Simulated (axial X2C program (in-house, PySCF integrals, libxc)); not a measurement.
# Nuclear properties of MoBr⁻

Calculated with an axial X2C code built on PySCF integrals: two-component X2C with atomic mean-field Coulomb and Gaunt terms, Gaussian nuclei, basis Mo dyall-acv3z, Br dyall-acv3z with contracted cores.

R = 2.676 Å (near the PBE0 minimum at charge -1 of the determinant lowest at the starting distance; the state shown can have its own minimum elsewhere).

Determinant lowest in the PBE0 search, Ω = 3 (⟨Sz⟩ = 3.00, ⟨Lz⟩ = 0.00 at PBE0), spin on the atoms Mo 3.00, Br 0.00:

```
    level  Eeff magnitude (GV/cm)  Ws magnitude Mo (kHz)  Ws magnitude Br (kHz)  A∥/gI Mo (MHz)  qzz Mo (a.u.)  A∥/gI Br (MHz)  qzz Br (a.u.)
     PBE0                    2.05                  0.347                 0.0433             378          -1.66            19.4           1.17
       HF                    1.22                   0.29                 0.0207             112          -2.15           -2.76           0.79
     BP86                    2.11                  0.336                   0.06             462          -1.46            24.5           1.24
BHandHLYP                    2.35                  0.389                 0.0516             335          -1.78            21.7           1.02
    TPSSh                     2.1                  0.343                 0.0526             378          -1.58            22.2           1.20
```

Eeff is the effective electric field on the electron electric dipole moment in this Ω state and Ws the scalar–pseudoscalar constant of the nucleus named (defined with the proton number Z and per Ω); A∥ (defined per Ω) follows by multiplying with gI = μI/(I μN); qzz is the electric field gradient, eQq0 = 234.96 MHz × Q/barn × qzz. The operators were transformed with the bare-nucleus X2C matrices; with these basis sets, hyperfine constants and field gradients can be off by tens of per cent, and where levels differ in sign neither size nor sign is settled.

Problem. With Q(95Mo) = -0.022 barn, Q(79Br) = 0.3087 barn (Q from Pyykkö, Mol. Phys. 2018), turn the PBE0 values of the first state into constants in MHz.

Solution. eQq0(95Mo) = 234.96 × (-0.022) × (-1.66) = 8.58 MHz; eQq0(79Br) = 234.96 × (0.3087) × (1.17) = 84.9 MHz.

Each state is one determinant with collinear spin, which with several unpaired electrons need not be a pure state. Unrestricted Hartree–Fock can overshoot spin polarisation at the nuclei. For an anion, determinants above electron detachment, or with a positive highest level, are held by the basis set. This is the top spin component of a Σ state; components of lower Ω are not single determinants and can lie lower. With several open shells hyperfine constants can be off by a factor of several. Open-shell Ω = 0 determinants with evenly filled partner blocks cannot be reached by this program, so the Ω shown need not be the lowest component. The search compared states at one distance, so a state with another bond length can lie lower. The sign of Ws at Br differs between levels in the first state. Further determinants of the search, some of them spin-mixed, are not shown. Where a field gradient or hyperfine factor spreads by more than a factor of two over the levels, a constant derived from it is not to be relied on.
